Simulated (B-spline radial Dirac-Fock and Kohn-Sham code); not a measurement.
## Binding energies of Re⁷⁰⁺ at several levels of theory

System: rhenium as Re⁷⁰⁺ in the configuration 1s2 2s2 2p1.

The density-functional columns are spherical, spin-unpolarised Dirac-Kohn-Sham results without Breit or QED terms: −ε is minus the orbital energy of the initial state and ΔSCF the difference of two total energies. The reference in the last column comes from Dirac-Fock (average of configuration) total-energy differences with a finite nucleus, the Breit interaction including its frequency dependence, and self-energy and vacuum-polarisation corrections. All numbers are from a B-spline atomic structure program, in eV; a selection of levels is shown. For the 1s level of heavy atoms much of the gap between ΔSCF and the reference is the Breit and QED part, -318.7 eV here; for other levels the error of the functional can be larger.

| level | LDA −ε | LDA ΔSCF | Dirac-Fock |
| --- | --- | --- | --- |
| K (1s) | 79789.1 | 80429.0 | 80094.5 |
| L1 (2s) | 19524.0 | 19680.6 | 19627.9 |
| L2,3 (2p) | 18209.5 | 18387.5 | 18382.1 |

Values without a named source are computed, but for edge energies of neutral atoms, which are taken from tables.
